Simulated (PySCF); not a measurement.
PySCF job for CH₉NSi₄, SMILES [SiH3][SiH2][Si@H]1C=N[SiH2]1, TDA-B3LYP/def2-SVPD. The structure is a stationary point at B3LYP-D3(BJ)/def2-SVP. The structure was generated by enumeration; whether it is a known compound was not checked. One conformer was computed; it need not be the lowest.

```python
import numpy as np
from pyscf import gto, scf, dft, tdscf

mol = gto.M(
    atom='''
    Si    1.61719074    1.20812884   -1.43924659
    Si    1.67475194   -0.92328410   -0.44475012
    Si   -0.23118317   -1.05187811    0.92568369
    C    -0.64416580    0.70174727    1.64563347
    N    -1.65038716    1.20006249    1.01219178
    Si   -2.18988828   -0.16965461   -0.04576973
    H     0.29700271    1.40406303   -2.10597759
    H     2.70159667    1.36670670   -2.45238554
    H     1.78113353    2.24683428   -0.38140792
    H     1.62299564   -1.99224374   -1.48849693
    H     2.93380745   -1.09475754    0.34322880
    H    -0.20710765   -2.21876905    1.86244066
    H    -0.12433834    1.29852770    2.42191560
    H    -2.26438838    0.18548270   -1.49139627
    H    -3.51519419   -0.69313339    0.39009427
    ''',
    basis='def2-SVPD',
    charge=0,
    spin=0,
    max_memory=1600,
    verbose=4,
)
mf = dft.RKS(mol, xc='b3lyp').density_fit(auxbasis='def2-universal-jkfit')
mf.grids.level = 3
mf.conv_tol = 1e-9
mf.max_cycle = 100
mf.kernel()
mf.grids = dft.Grids(mol).set(level=1).build(with_non0tab=True)  # coarser grid for the response kernel
td = tdscf.TDA(mf)
td.singlet = True
td.nstates = 6
td.conv_tol = 1e-4
td.positive_eig_threshold = 1e-6
td.kernel(x0=td.get_init_guess(mf, 11))
td.analyze()
tt = tdscf.TDA(mf)
tt.singlet = False
tt.nstates = 2
tt.conv_tol = 1e-4
tt.positive_eig_threshold = 1e-6
tt.kernel(x0=tt.get_init_guess(mf, 7))
tt.analyze(verbose=3)
```

Log of the run:

```
PySCF version 2.14.0

[INPUT] verbose = 4
[INPUT] num. atoms = 15
[INPUT] num. electrons = 78
[INPUT] charge = 0
[INPUT] spin (= nelec alpha-beta = 2S) = 0
[INPUT] symmetry False subgroup None
[INPUT] Mole.unit = angstrom
[INPUT] Symbol           X                Y                Z      unit          X                Y                Z       unit  Magmom
[INPUT]  1 Si     1.617190740000   1.208128840000  -1.439246590000 AA    3.056047589783   2.283032630788  -2.719781880814 Bohr   0.0
[INPUT]  2 Si     1.674751940000  -0.923284100000  -0.444750120000 AA    3.164822493184  -1.744754084166  -0.840455920667 Bohr   0.0
[INPUT]  3 Si    -0.231183170000  -1.051878110000   0.925683690000 AA   -0.436872875909  -1.987761544325   1.749288652077 Bohr   0.0
[INPUT]  4 C     -0.644165800000   0.701747270000   1.645633470000 AA   -1.217296940811   1.326110148961   3.109796559718 Bohr   0.0
[INPUT]  5 N     -1.650387160000   1.200062490000   1.012191780000 AA   -3.118779731899   2.267789438464   1.912765249736 Bohr   0.0
[INPUT]  6 Si    -2.189888280000  -0.169654610000  -0.045769730000 AA   -4.138289092595  -0.320600748670  -0.086492254495 Bohr   0.0
[INPUT]  7 H      0.297002710000   1.404063030000  -2.105977590000 AA    0.561253780154   2.653294588327  -3.979720869572 Bohr   0.0
[INPUT]  8 H      2.701596670000   1.366706700000  -2.452385540000 AA    5.105277805337   2.582701355608  -4.634337022444 Bohr   0.0
[INPUT]  9 H      1.781133530000   2.246834280000  -0.381407920000 AA    3.365854562980   4.245901436484  -0.720756510540 Bohr   0.0
[INPUT] 10 H      1.622995640000  -1.992243740000  -1.488496930000 AA    3.067017260963  -3.764795041979  -2.812851534956 Bohr   0.0
[INPUT] 11 H      2.933807450000  -1.094757540000   0.343228800000 AA    5.544092582709  -2.068791923403   0.648608430063 Bohr   0.0
[INPUT] 12 H     -0.207107650000  -2.218769050000   1.862440660000 AA   -0.391376736802  -4.192865838161   3.519502770654 Bohr   0.0
[INPUT] 13 H     -0.124338340000   1.298527700000   2.421915600000 AA   -0.234965409383   2.453861718161   4.576757180812 Bohr   0.0
[INPUT] 14 H     -2.264388380000   0.185482700000  -1.491396270000 AA   -4.279073877848   0.350511503845  -2.818330493498 Bohr   0.0
[INPUT] 15 H     -3.515194190000  -0.693133390000   0.390094270000 AA   -6.642754293762  -1.309832274891   0.737171333062 Bohr   0.0

nuclear repulsion = 483.536871429152
number of shells = 92
number of NR pGTOs = 318
number of NR cGTOs = 208
basis = def2-SVPD
ecp = {}


[settings echo left out]
init E= -1255.93696374304
  HOMO = -0.264127507345636  LUMO = -0.117701566122315  gap/eV = 3.98445
cycle= 1 E= -1255.81556742927  delta_E= 0.121  |g|= 0.388  |ddm|= 4.97
  HOMO = -0.160164409413725  LUMO = -0.0464789386018869  gap/eV = 3.09354
cycle= 2 E= -1255.68840935869  delta_E= 0.127  |g|= 0.808  |ddm|= 3.33
  HOMO = -0.238434913139556  LUMO = -0.055116780888985  gap/eV = 4.98834
cycle= 3 E= -1255.85363082633  delta_E= -0.165  |g|= 0.0783  |ddm|= 2.39
  HOMO = -0.240561756068526  LUMO = -0.0602888145608964  gap/eV = 4.90548
cycle= 4 E= -1255.85461088086  delta_E= -0.00098  |g|= 0.0487  |ddm|= 0.159
  HOMO = -0.238409708443875  LUMO = -0.0555608391231148  gap/eV = 4.97557
cycle= 5 E= -1255.85528457949  delta_E= -0.000674  |g|= 0.00736  |ddm|= 0.0846
  HOMO = -0.239460045700967  LUMO = -0.0566523814341338  gap/eV = 4.97445
cycle= 6 E= -1255.85530168408  delta_E= -1.71e-05  |g|= 0.00246  |ddm|= 0.0199
  HOMO = -0.239196412585587  LUMO = -0.0563528007294254  gap/eV = 4.97543
cycle= 7 E= -1255.85530401494  delta_E= -2.33e-06  |g|= 0.000419  |ddm|= 0.00532
  HOMO = -0.239198668855437  LUMO = -0.0563438739612048  gap/eV = 4.97573
cycle= 8 E= -1255.85530407802  delta_E= -6.31e-08  |g|= 0.00012  |ddm|= 0.00106
  HOMO = -0.239200370419525  LUMO = -0.056340573998801  gap/eV = 4.97587
cycle= 9 E= -1255.8553040827  delta_E= -4.68e-09  |g|= 2.63e-05  |ddm|= 0.000308
  HOMO = -0.239203710807488  LUMO = -0.0563425225228849  gap/eV = 4.97591
cycle= 10 E= -1255.85530408293  delta_E= -2.28e-10  |g|= 7.97e-06  |ddm|= 8.53e-05
  HOMO = -0.239203558567236  LUMO = -0.0563417325824553  gap/eV = 4.97592
Extra cycle  E= -1255.85530408289  delta_E= 4.27e-11  |g|= 1.45e-05  |ddm|= 4.27e-05
converged SCF energy = -1255.85530408289
tot grids = 58200
Overwritten attributes  positive_eig_threshold  of <class 'pyscf.tdscf.rks.TDA'>


******** <class 'pyscf.tdscf.rks.TDA'> for <class 'pyscf.df.df_jk.DFRKS'> ********
nstates = 6 singlet
deg_eia_thresh = 1.000e-03
wfnsym = None
conv_tol = 0.0001
eigh lindep = 1e-12
eigh level_shift = 0
eigh max_cycle = 100


Excitation energies (eV)
[3.56667083 4.66630197 4.96924896 5.05336299 5.3282959  5.53813323]

** Singlet excitation energies and oscillator strengths **
Excited State   1:      3.56667 eV    347.62 nm  f=0.0032
      39 -> 40       -0.69621
Excited State   2:      4.66630 eV    265.70 nm  f=0.0074
      39 -> 41        0.69692
Excited State   3:      4.96925 eV    249.50 nm  f=0.0009
      37 -> 40        0.15765
      38 -> 40        0.66630
      39 -> 42       -0.13090
Excited State   4:      5.05336 eV    245.35 nm  f=0.0048
      38 -> 40       -0.12739
      39 -> 42       -0.67567
Excited State   5:      5.32830 eV    232.69 nm  f=0.0013
      39 -> 43       -0.67889
      39 -> 44       -0.13179
Excited State   6:      5.53813 eV    223.87 nm  f=0.0228
      38 -> 41        0.10983
      39 -> 43        0.13424
      39 -> 44       -0.65377
      39 -> 45       -0.12566

** Transition electric dipole moments (AU) **
state          X           Y           Z        Dip. S.      Osc.
  1         0.1158     -0.0536     -0.1414      0.0363      0.0032
  2        -0.1933     -0.1443     -0.0785      0.0643      0.0074
  3         0.0659     -0.0415     -0.0305      0.0070      0.0009
  4         0.1103      0.1001      0.1299      0.0391      0.0048
  5         0.0099     -0.0740      0.0683      0.0102      0.0013
  6        -0.3583      0.0245      0.1978      0.1681      0.0228

** Transition velocity dipole moments (imaginary part, AU) **
state          X           Y           Z        Dip. S.      Osc.
  1         0.0131      0.0089     -0.0011      0.0003      0.0013
  2        -0.0077     -0.0033      0.0046      0.0001      0.0004
  3         0.0146      0.0272     -0.0129      0.0011      0.0041
  4         0.0065      0.0207      0.0094      0.0006      0.0020
  5         0.0058      0.0075      0.0167      0.0004      0.0013
  6        -0.0520      0.0071      0.0221      0.0032      0.0106

** Transition magnetic dipole moments (imaginary part, AU) **
state          X           Y           Z
  1        -0.9046      0.0172     -0.6099
  2        -0.5968     -0.4109      1.0031
  3        -0.0323     -0.1870      0.3478
  4        -0.4665     -0.3336      0.4905
  5        -0.1509     -0.1666      0.3115
  6         0.6123      0.5077     -0.2645


******** <class 'pyscf.tdscf.rks.TDA'> for <class 'pyscf.df.df_jk.DFRKS'> ********
nstates = 2 triplet
deg_eia_thresh = 1.000e-03
wfnsym = None
conv_tol = 0.0001
eigh lindep = 1e-12
eigh level_shift = 0
eigh max_cycle = 100


Excitation energies (eV)
[2.86604077 4.43934313]

** Triplet excitation energies and oscillator strengths **
Excited State   1:      2.86604 eV    432.60 nm  f=0.0000
Excited State   2:      4.43934 eV    279.29 nm  f=0.0000
```

Self-consistency was reached.
